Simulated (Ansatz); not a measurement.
A nudged elastic band was laid between two geometries of BFGaH₃O (7 atoms, charge 0, multiplicity 1).

These are results of RKS r2SCAN-D4/def2-SVP in Ansatz, not measurements.

* movable images: 5
* climbing image: yes
* spring: 5.0 eV/Å²
* optimiser: quadratic models (default)
* start path: through a guess of the saddle point
* force threshold: 0.03 eV/Å
* iteration limit: 60
* end points: relaxed

Image 0:

```xyz
7
Properties=species:S:1:pos:R:3
B -0.866 1.321 -0.093
Ga 0.084 -0.508 -0.012
O 1.812 -0.789 0.304
F -0.768 -2.036 -0.260
H -0.965 1.923 -1.132
H -1.344 1.816 0.897
H 2.047 -1.727 0.298
```

Image 6:

```xyz
7
Properties=species:S:1:pos:R:3
B -0.865 1.320 -0.093
Ga 0.083 -0.509 -0.014
O 1.811 -0.788 0.307
F -0.767 -2.037 -0.267
H -1.350 1.811 0.896
H -0.958 1.928 -1.130
H 2.046 -1.726 0.300
```

Task: What changes between the two ends?

Result: No bond is made or broken. The dihedral H6–B1–Ga2–F4 goes from 90 to -90°. The two ends are copies of one structure, up to a mirror image or an exchange of like atoms.

Task: Give the energies along the band, and the barrier.

Result: The forces met the threshold. The highest image is number 3 of 0 to 6, 6.8 kJ/mol above the ends, which have the same energy within 2 meV. A vibrational analysis at the climbing image gives one clearly imaginary mode, 135i cm⁻¹: a first-order saddle point.

| image | path coordinate (Å) | energy (kJ/mol) | dihedral H6–B1–Ga2–F4 (°) |
| --- | --- | --- | --- |
| 0 | 0.00 | 0.0 | 90 |
| 1 | 0.64 | 1.8 | 120 |
| 2 | 1.28 | 5.2 | 150 |
| 3 | 1.92 | 6.8 | -180 |
| 4 | 2.56 | 5.2 | -150 |
| 5 | 3.21 | 1.8 | -120 |
| 6 | 3.85 | 0.0 | -90 |

Task: What is the geometry of the highest image?

Result: 
```xyz
7
Properties=species:S:1:pos:R:3
B -0.877 1.333 -0.085
Ga 0.096 -0.504 -0.096
O 1.671 -0.846 0.661
F -0.529 -1.967 -0.865
H -1.944 1.473 -0.625
H -0.370 2.276 0.466
H 1.952 -1.765 0.544
```

Task: What are the harmonic wavenumbers there?

Result: 135i, 130, 162, 199, 435, 528, 617, 682, 715, 795, 867, 1136, 2599, 2713, 3838 cm⁻¹.

The run took 3.4 min on 2 threads of Arm Neoverse N1, with other jobs on the host, peak memory 0.15 GiB.
